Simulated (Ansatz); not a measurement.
Ansatz (a first-principles code) input (B3LYP-D3(BJ)/def2-TZVP):

Ansatz 0.2 input:
```yaml
crystal:
  periodic: [false, false, false]
  atoms:
    - {symbol: C, position_ang: [2.95821207, -0.82848518, 0.16305820]}
    - {symbol: C, position_ang: [1.89621673, 0.18012418, -0.07580674]}
    - {symbol: C, position_ang: [0.47106743, -0.41438914, -0.04676471]}
    - {symbol: C, position_ang: [-0.60981536, 0.64497394, -0.29379779]}
    - {symbol: C, position_ang: [-1.98906389, 0.06491962, -0.31499527]}
    - {symbol: C, position_ang: [-2.96119200, 0.36944731, 0.53523753]}
    - {symbol: H, position_ang: [3.33398611, -1.44033652, -0.64613452]}
    - {symbol: H, position_ang: [3.27242282, -1.07881671, 1.16731728]}
    - {symbol: H, position_ang: [2.04333979, 0.66034705, -1.04919279]}
    - {symbol: H, position_ang: [1.95087531, 0.97180129, 0.67845260]}
    - {symbol: H, position_ang: [0.29569316, -0.89362524, 0.91968664]}
    - {symbol: H, position_ang: [0.39482370, -1.20201076, -0.80203955]}
    - {symbol: H, position_ang: [-0.54740138, 1.42114567, 0.47419730]}
    - {symbol: H, position_ang: [-0.40566772, 1.13347101, -1.25402949]}
    - {symbol: H, position_ang: [-2.17875155, -0.67621602, -1.08826671]}
    - {symbol: H, position_ang: [-2.81487040, 1.09991105, 1.32341639]}
    - {symbol: H, position_ang: [-3.93699981, -0.09521523, 0.47500530]}
basis:
  gaussian:
    orbitals: def2-TZVP
hamiltonian:
  xc: b3lyp
  dispersion: d3bj
magnetization: {spin_polarized: true, initial_magnetization: 1}
phonons: {temperatures: {t_min: 298.15, t_max: 298.15, t_step: 100}}
```

Output:

```
Functional definition: B3LYP
integrals: 0.18 GiB planned
1564 factors; their error is unknown
0.34 GiB of the device are held for the grids
1.38 GiB of device memory are held for the factors and their scratch space
mean field: 1.72 GiB planned
mean field evaluation 1: about -6387.2130 eV, gradient 5.5e1 eV
mean field evaluation 2: about -6378.7395 eV, gradient 6.7e1 eV
mean field evaluation 4: about -6401.8931 eV, gradient 5.9e0 eV
mean field evaluation 8: about -6402.0203 eV, gradient 4.8e-1 eV
mean field evaluation 16: about -6402.0210 eV, gradient 1.0e-4 eV
mean field -6402.02102047 eV, -235.2699330566 hartree, gradient 3.2e-5 eV, S^2 0.753970; 0 other end points of the search recorded, 0 dependent functions left out
the calculation of the forces begins
reference -6402.02135143 eV, -235.2699452191 hartree; 24, 23 occupied and 228, 229 virtual orbitals, 1564 factors
these checks for a lower state are left out or cut short: stability, starts, cluster_reference, orbital_swaps, neighbouring_geometries, increment
integrals: 0.18 GiB planned
1564 factors; their error is unknown
0.34 GiB of the device are held for the grids
1.38 GiB of device memory are held for the factors and their scratch space
mean field: 1.72 GiB planned
mean field -6402.02099348 eV, -235.2699320646 hartree, gradient 1.6e-6 eV, S^2 0.753964; 0 other end points of the search recorded, 0 dependent functions left out
the calculation of the forces begins
reference -6402.02132441 eV, -235.2699442261 hartree; 24, 23 occupied and 228, 229 virtual orbitals, 1564 factors
these checks for a lower state are left out or cut short: stability, starts, cluster_reference, orbital_swaps, neighbouring_geometries, increment
integrals: 0.18 GiB planned
1564 factors; their error is unknown
0.34 GiB of the device are held for the grids
1.38 GiB of device memory are held for the factors and their scratch space
mean field: 1.71 GiB planned
mean field evaluation 32: about -6402.0209 eV, gradient 2.4e-6 eV
mean field -6402.02087271 eV, -235.2699276265 hartree, gradient 2.4e-6 eV, S^2 0.753976; 0 other end points of the search recorded, 0 dependent functions left out
the calculation of the forces begins
reference -6402.02120369 eV, -235.2699397899 hartree; 24, 23 occupied and 228, 229 virtual orbitals, 1564 factors
these checks for a lower state are left out or cut short: stability, starts, cluster_reference, orbital_swaps, neighbouring_geometries, increment
integrals: 0.18 GiB planned
1564 factors; their error is unknown
0.34 GiB of the device are held for the grids
1.38 GiB of device memory are held for the factors and their scratch space
mean field: 1.71 GiB planned
mean field -6402.02090305 eV, -235.2699287414 hartree, gradient 2.2e-6 eV, S^2 0.753972; 0 other end points of the search recorded, 0 dependent functions left out
the calculation of the forces begins
reference -6402.02123406 eV, -235.2699409057 hartree; 24, 23 occupied and 228, 229 virtual orbitals, 1564 factors
these checks for a lower state are left out or cut short: stability, starts, cluster_reference, orbital_swaps, neighbouring_geometries, increment
integrals: 0.18 GiB planned
1564 factors; their error is unknown
0.34 GiB of the device are held for the grids
1.38 GiB of device memory are held for the factors and their scratch space
mean field: 1.71 GiB planned
mean field -6402.02093947 eV, -235.2699300797 hartree, gradient 1.8e-6 eV, S^2 0.753969; 0 other end points of the search recorded, 0 dependent functions left out
[...]
reference -6402.02135881 eV, -235.2699454905 hartree; 24, 23 occupied and 228, 229 virtual orbitals, 1564 factors
these checks for a lower state are left out or cut short: stability, starts, cluster_reference, orbital_swaps, neighbouring_geometries, increment
integrals: 0.18 GiB planned
1564 factors; their error is unknown
0.34 GiB of the device are held for the grids
1.38 GiB of device memory are held for the factors and their scratch space
mean field: 1.71 GiB planned
mean field -6402.02097779 eV, -235.2699314880 hartree, gradient 2.0e-6 eV, S^2 0.753970; 0 other end points of the search recorded, 0 dependent functions left out
the calculation of the forces begins
reference -6402.02130878 eV, -235.2699436517 hartree; 24, 23 occupied and 228, 229 virtual orbitals, 1564 factors
these checks for a lower state are left out or cut short: stability, starts, cluster_reference, orbital_swaps, neighbouring_geometries, increment
integrals: 0.18 GiB planned
1564 factors; their error is unknown
0.34 GiB of the device are held for the grids
1.38 GiB of device memory are held for the factors and their scratch space
mean field: 1.71 GiB planned
mean field evaluation 672: about -6402.0203 eV, gradient 4.8e-1 eV
mean field -6402.02095776 eV, -235.2699307519 hartree, gradient 2.0e-6 eV, S^2 0.753970; 0 other end points of the search recorded, 0 dependent functions left out
the calculation of the forces begins
reference -6402.02128868 eV, -235.2699429131 hartree; 24, 23 occupied and 228, 229 virtual orbitals, 1564 factors
these checks for a lower state are left out or cut short: stability, starts, cluster_reference, orbital_swaps, neighbouring_geometries, increment
integrals: 0.18 GiB planned
1564 factors; their error is unknown
0.34 GiB of the device are held for the grids
1.38 GiB of device memory are held for the factors and their scratch space
mean field: 1.71 GiB planned
mean field -6402.02097653 eV, -235.2699314417 hartree, gradient 2.0e-6 eV, S^2 0.753970; 0 other end points of the search recorded, 0 dependent functions left out
the calculation of the forces begins
reference -6402.02130751 eV, -235.2699436052 hartree; 24, 23 occupied and 228, 229 virtual orbitals, 1564 factors
these checks for a lower state are left out or cut short: stability, starts, cluster_reference, orbital_swaps, neighbouring_geometries, increment
integrals: 0.18 GiB planned
1564 factors; their error is unknown
0.34 GiB of the device are held for the grids
1.38 GiB of device memory are held for the factors and their scratch space
mean field: 1.71 GiB planned
mean field -6402.02094272 eV, -235.2699301994 hartree, gradient 2.0e-6 eV, S^2 0.753970; 0 other end points of the search recorded, 0 dependent functions left out
the calculation of the forces begins
reference -6402.02127365 eV, -235.2699423609 hartree; 24, 23 occupied and 228, 229 virtual orbitals, 1564 factors
these checks for a lower state are left out or cut short: stability, starts, cluster_reference, orbital_swaps, neighbouring_geometries, increment
integrals: 0.18 GiB planned
1564 factors; their error is unknown
0.34 GiB of the device are held for the grids
1.39 GiB of device memory are held for the factors and their scratch space
mean field: 1.71 GiB planned
mean field -6402.02090892 eV, -235.2699289571 hartree, gradient 2.0e-6 eV, S^2 0.753970; 0 other end points of the search recorded, 0 dependent functions left out
the calculation of the forces begins
reference -6402.02123984 eV, -235.2699411182 hartree; 24, 23 occupied and 228, 229 virtual orbitals, 1564 factors
these checks for a lower state are left out or cut short: stability, starts, cluster_reference, orbital_swaps, neighbouring_geometries, increment
integrals: 0.18 GiB planned
1564 factors; their error is unknown
0.34 GiB of the device are held for the grids
1.38 GiB of device memory are held for the factors and their scratch space
mean field: 1.71 GiB planned
mean field evaluation 704: about -6402.0210 eV, gradient 2.0e-6 eV
mean field -6402.02095133 eV, -235.2699305157 hartree, gradient 2.0e-6 eV, S^2 0.753970; 0 other end points of the search recorded, 0 dependent functions left out
the calculation of the forces begins
reference -6402.02128232 eV, -235.2699426795 hartree; 24, 23 occupied and 228, 229 virtual orbitals, 1564 factors
these checks for a lower state are left out or cut short: stability, starts, cluster_reference, orbital_swaps, neighbouring_geometries, increment
integrals: 0.18 GiB planned
1564 factors; their error is unknown
0.34 GiB of the device are held for the grids
1.38 GiB of device memory are held for the factors and their scratch space
mean field: 1.71 GiB planned
mean field -6402.02099004 eV, -235.2699319384 hartree, gradient 2.0e-6 eV, S^2 0.753970; 0 other end points of the search recorded, 0 dependent functions left out
the calculation of the forces begins
reference -6402.02132098 eV, -235.2699441002 hartree; 24, 23 occupied and 228, 229 virtual orbitals, 1564 factors
these checks for a lower state are left out or cut short: stability, starts, cluster_reference, orbital_swaps, neighbouring_geometries, increment
integrals: 0.18 GiB planned
1564 factors; their error is unknown
0.34 GiB of the device are held for the grids
1.38 GiB of device memory are held for the factors and their scratch space
mean field: 1.71 GiB planned
mean field -6402.02099382 eV, -235.2699320773 hartree, gradient 2.0e-6 eV, S^2 0.753970; 0 other end points of the search recorded, 0 dependent functions left out
the calculation of the forces begins
reference -6402.02132480 eV, -235.2699442404 hartree; 24, 23 occupied and 228, 229 virtual orbitals, 1564 factors
these checks for a lower state are left out or cut short: stability, starts, cluster_reference, orbital_swaps, neighbouring_geometries, increment
integrals: 0.18 GiB planned
1564 factors; their error is unknown
0.34 GiB of the device are held for the grids
1.38 GiB of device memory are held for the factors and their scratch space
mean field: 1.71 GiB planned
mean field -6402.02101244 eV, -235.2699327616 hartree, gradient 2.0e-6 eV, S^2 0.753970; 0 other end points of the search recorded, 0 dependent functions left out
the calculation of the forces begins
reference -6402.02134340 eV, -235.2699449240 hartree; 24, 23 occupied and 228, 229 virtual orbitals, 1564 factors
these checks for a lower state are left out or cut short: stability, starts, cluster_reference, orbital_swaps, neighbouring_geometries, increment
integrals: 0.18 GiB planned
1564 factors; their error is unknown
0.34 GiB of the device are held for the grids
1.38 GiB of device memory are held for the factors and their scratch space
mean field: 1.71 GiB planned
mean field -6402.02100234 eV, -235.2699323902 hartree, gradient 2.0e-6 eV, S^2 0.753970; 0 other end points of the search recorded, 0 dependent functions left out
the calculation of the forces begins
reference -6402.02133330 eV, -235.2699445527 hartree; 24, 23 occupied and 228, 229 virtual orbitals, 1564 factors
Total energy: -6402.60145281 eV, -235.2912635517 hartree
Atom 0 at     2.958212    -0.828485     0.163058 Å, force    -0.000141    -0.000162     0.000172 eV/Å
Atom 1 at     1.896217     0.180124    -0.075807 Å, force    -0.000005    -0.000385     0.000528 eV/Å
Atom 2 at     0.471067    -0.414389    -0.046765 Å, force     0.000056     0.000715    -0.000309 eV/Å
Atom 3 at    -0.609815     0.644974    -0.293798 Å, force    -0.000587    -0.000408    -0.000262 eV/Å
Atom 4 at    -1.989064     0.064920    -0.314995 Å, force     0.001159    -0.000553     0.000194 eV/Å
Atom 5 at    -2.961192     0.369447     0.535238 Å, force    -0.000929    -0.000065     0.001204 eV/Å
Atom 6 at     3.333986    -1.440337    -0.646135 Å, force    -0.000156     0.000070    -0.000037 eV/Å
Atom 7 at     3.272423    -1.078817     1.167317 Å, force     0.000202     0.000221    -0.000142 eV/Å
Atom 8 at     2.043340     0.660347    -1.049193 Å, force     0.000185     0.000214    -0.000050 eV/Å
Atom 9 at     1.950875     0.971801     0.678453 Å, force    -0.000169    -0.000105    -0.000166 eV/Å
Atom 10 at     0.295693    -0.893625     0.919687 Å, force    -0.000133    -0.000184    -0.000127 eV/Å
Atom 11 at     0.394824    -1.202011    -0.802040 Å, force     0.000231    -0.000152     0.000105 eV/Å
Atom 12 at    -0.547401     1.421146     0.474197 Å, force    -0.000093    -0.000041    -0.000089 eV/Å
Atom 13 at    -0.405668     1.133471    -1.254029 Å, force     0.000142     0.000111    -0.000048 eV/Å
Atom 14 at    -2.178752    -0.676216    -1.088267 Å, force    -0.000398     0.000372    -0.000160 eV/Å
Atom 15 at    -2.814870     1.099911     1.323416 Å, force     0.000228     0.000203    -0.000419 eV/Å
Atom 16 at    -3.937000    -0.095215     0.475005 Å, force     0.000408     0.000147    -0.000394 eV/Å
Dipole moment:     0.007952     0.006272    -0.032070 e Å
Vibrations: 63.19 77.88 98.46 132.68 180.68 344.04 358.97 448.47 547.36 658.92 739.43 795.54 920.02 936.39 948.45 990.01 1028.69 1032.59 1056.16 1080.06 1191.79 1239.76 1256.88 1310.97 1322.44 1330.17 1340.40 1368.92 1457.83 1467.73 1483.80 1488.05 1504.63 1708.12 3000.73 3003.82 3026.49 3035.95 3045.23 3073.22 3120.97 3132.80 3142.33 3214.21 3240.00 cm⁻¹, zero-point energy 4.088084 eV
```

It need not be the lowest isomer of its formula.
